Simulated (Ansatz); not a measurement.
A nudged elastic band was laid between two geometries of BFH5NO2 (10 atoms, charge 0, multiplicity 1).

Level of theory: RKS B3LYP-D4/def2-SVP in Ansatz 0.2.0.

```
movable images  : 5
climbing image  : yes
spring          : 0.5 eV/Å²
optimiser       : quadratic models (default)
start path      : through a guess of the saddle point
force threshold : 0.03 eV/Å
iteration limit : 60
end points      : relaxed
```

Image 0:

```xyz
10
Properties=species:S:1:pos:R:3
B 0.023 0.176 0.237
O -0.323 -0.617 1.359
H -1.235 -0.918 1.281
O 1.322 -0.018 -0.283
H 1.588 -0.934 -0.148
F -1.008 0.285 -0.704
N 0.139 1.797 0.796
H 0.592 2.369 0.080
H -0.776 2.197 1.012
H 0.717 1.814 1.638
```

Image 6:

```xyz
10
Properties=species:S:1:pos:R:3
B 0.272 0.630 -0.270
O -0.313 -0.413 2.299
H -1.164 -0.610 1.883
O 1.504 0.118 -0.510
H 1.474 -0.795 -0.819
F -0.839 -0.037 -0.651
N 0.117 1.885 0.370
H 0.922 2.469 0.560
H -0.762 2.386 0.339
H -0.174 0.519 2.065
```

Task: What changes between the two ends?

Result: Bonds broken: B1–O2, N7–H10. Bonds formed: O2–H10. BFH5NO2 becomes BFH3NO + H2O.

Task: What energy profile does the band end with?

Result: It did not converge within its limit. The highest image is number 4 of 0 to 6, 106.1 kJ/mol above the first end and 65.0 kJ/mol above the last; the last end lies 41.1 kJ/mol above the first. The band didn't meet its force threshold, so its energies are provisional: the largest band force was still 0.05 eV/Å, and over the last iterations the top stayed at 1.10 eV. The orbitals stay closed-shell, which can raise the energy where a bond breaks towards radicals; this wasn't checked here.

```csv
image,path coordinate (Å),energy (kJ/mol),B1–O2 (Å),N7–H10 (Å),O2–H10 (Å)
0,0.00,0.0,1.42,1.02,2.66
1,1.06,1.4,1.42,1.02,2.51
2,2.12,1.7,1.42,1.02,2.65
3,3.02,5.6,1.43,1.02,2.26
4,3.94,106.1,1.65,1.34,1.20
5,4.55,58.0,2.25,1.86,0.99
6,5.17,41.1,2.83,2.20,0.97
```

The band took 60 iterations and roughly 18 core-minutes.

The run took 9.3 min on 2 threads of Arm Neoverse V1, with other jobs on the host, peak memory 0.17 GiB.
